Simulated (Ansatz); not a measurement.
Harmonic frequencies (cm⁻¹) at PBE0-D4/def2-TZVP from Ansatz: 132, 248, 288, 348, 371, 522, 577, 803, 1063, 1108, 1259, 1310, 1346, 1420, 2446, 2978, 3871, 3872.

Each molecule was computed in one conformer, which needn't be the lowest.

Task: Which molecule is it?
A. `OC(O)[SeH]`
B. `NC1=C(F)S1`
C. `[CH3][GaH][CH]=O`
D. `FC1=NCN1`

Result: A.
